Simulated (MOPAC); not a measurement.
A run for MOPAC: PM6 on CdC, 2S+1 = 3, a spin state set in the input, which need not be the lowest, a point of a bond scan (R = 2.185 Å).

```
PM6 1SCF PRECISE CHARGE=0 UHF MS=1 THREADS=1
CCd

Cd     0.00000000 1     0.00000000 1     0.00000000 1
C      0.00000000 1     0.00000000 1     2.18458200 1
```

It printed:

```
*******************************************************************************
 **                                                                           **
 **                              MOPAC v23.2.5                                **
 **                                                                           **
 *******************************************************************************
 ** MOPAC's Digital Object Identifier: https://doi.org/10.5281/zenodo.6511958 **
 **                                                                           **
 ** Please cite the open-source release paper for use of this MOPAC version:  **
 ** J. E. Moussa and J. J. P. Stewart (2026)                                  **
 ** MOPAC: An open-source semiempirical molecular orbital program             **
 ** J. Open Source Softw., 11(119), 8025, https://doi.org/10.21105/joss.08025 **
 *******************************************************************************

                              PM6 CALCULATION RESULTS

 *******************************************************************************
 *  PM6        - The PM6 Hamiltonian to be used
 *  UHF        - UNRESTRICTED HARTREE-FOCK CALCULATION
 *
 *
 *
 *                 CHARGE ON SYSTEM = 0
 *
 *
 *
 *  MS=        - IN MECI, MAGNETIC COMPONENT OF SPIN =  1.0
 *  PRECISE    - TIGHTER CRITERIA TO BE USED
 *  1SCF       - DO 1 SCF AND THEN STOP
 *  THREADS=1  - MULTI-THREADING NOT USED
 *  T=         - A TIME OF 172800.0 SECONDS REQUESTED
 *  DUMP=N     - RESTART FILE WRITTEN EVERY 7200.0 SECONDS REQUESTED
 *******************************************************************************
PM6 1SCF PRECISE CHARGE=0 UHF MS=1 THREADS=1
 CCd

   ATOM   CHEMICAL          X               Y               Z
  NUMBER   SYMBOL      (ANGSTROMS)     (ANGSTROMS)     (ANGSTROMS)

     1      Cd          0.00000000  *   0.00000000  *   0.00000000  *
     2       C          0.00000000  *   0.00000000  *   2.18458200  *



          CARTESIAN COORDINATES

    NO.       ATOM           X           Y           Z

     1        Cd          0.0000      0.0000      0.0000
     2         C          0.0000      0.0000      2.1846

 General Reference for PM6:
 "Optimization of Parameters for Semiempirical Methods V: Modification of NDDO Approximations
 and Application to 70 Elements", J. J. P. Stewart, J. Mol. Mod., 13, 1173-1213 (2007)
 URL: https://link.springer.com/article/10.1007/s00894-007-0233-4

           Empirical Formula: C Cd  =     2 atoms



      MOLECULAR POINT GROUP   :   C*v


          UHF CALCULATION, NO. OF ALPHA ELECTRONS =    4
                           NO. OF BETA  ELECTRONS =    2

 -------------------------------------------------------------------------------
 PM6 1SCF PRECISE CHARGE=0 UHF MS=1 THREADS=1
 CCd



     1SCF WAS SPECIFIED, SO BFGS WAS NOT USED
     SCF FIELD WAS ACHIEVED


                              PM6 CALCULATION
                                                       MOPAC v23.2.5 Linux




          FINAL HEAT OF FORMATION =        187.37714 KCAL/MOL =     783.98596 KJ/MOL


          COSMO AREA              =         72.62 SQUARE ANGSTROMS
          COSMO VOLUME            =         53.72 CUBIC ANGSTROMS

          IONIZATION POTENTIAL    =          7.019099 EV
          ALPHA SOMO LUMO (EV)    =         -8.344 -0.024
          BETA  SOMO LUMO (EV)    =         -7.019  1.289
          NO. OF ALPHA ELECTRONS  =          4
          NO. OF BETA  ELECTRONS  =          2
          MOLECULAR WEIGHT        =        124.4210         POINT GROUP:  C*v

          MOLECULAR DIMENSIONS (Angstroms)

            Atom       Atom       Distance
            C     2   Cd     1     2.18458
            C     2   Cd     1     0.00000
           Cd     1    C     2     0.00000


          SCF CALCULATIONS        =          1





   ATOM   CHEMICAL          X               Y               Z
  NUMBER   SYMBOL      (ANGSTROMS)     (ANGSTROMS)     (ANGSTROMS)

     1      Cd          0.00000000  *   0.00000000  *   0.00000000  *
     2       C          0.00000000  *   0.00000000  *   2.18458200  *

                             CARTESIAN COORDINATES

   1   Cd        0.000000000     0.000000000     0.000000000
   2    C        0.000000000     0.000000000     2.184582000


           Empirical Formula: C Cd  =     2 atoms



      MOLECULAR POINT GROUP   :   C*v


          ALPHA EIGENVALUES
 -16.37049  -8.71620  -8.34448  -8.34448  -0.02389   2.57579   2.57579   5.74687


           BETA EIGENVALUES
 -15.40309  -7.01910   1.28915   1.28915   1.88223   3.60062   3.60062   4.17931


              NET ATOMIC CHARGES AND DIPOLE CONTRIBUTIONS

  ATOM NO.   TYPE          CHARGE      No. of ELECS.   s-Pop       p-Pop
    1         Cd           0.353182        1.6468     1.36425     0.28257
    2          C          -0.353182        4.3532     1.68518     2.66800
 DIPOLE           X         Y         Z       TOTAL
 POINT-CHG.     0.000     0.000    -3.706     3.706
 HYBRID        -0.000    -0.000     0.708     0.708
 SUM           -0.000    -0.000    -2.998     2.998


          ATOMIC ORBITAL ELECTRON POPULATIONS

     Atom    s        px        py        pz
    1 Cd   1.36425   0.00632   0.00632   0.26993
    2  C   1.68518   0.99368   0.99368   0.68064


                    (SZ)    =    1.000000
                    (S**2)  =    2.751528


          ATOMIC ORBITAL SPIN POPULATIONS

    Atom   Total    s     px     py     pz
         Atomic
    1 Cd -0.6425 -0.453  0.006  0.006 -0.202
    2  C  2.6425  0.019  0.994  0.994  0.637

 **********************
 *                    *
 * JOB ENDED NORMALLY *
 *                    *
 **********************




 == MOPAC DONE ==
```

The run finished. Its determinant has ⟨S²⟩ = 2.75, a mixture of spin states.

Cost: very roughly 0.020 core-seconds.
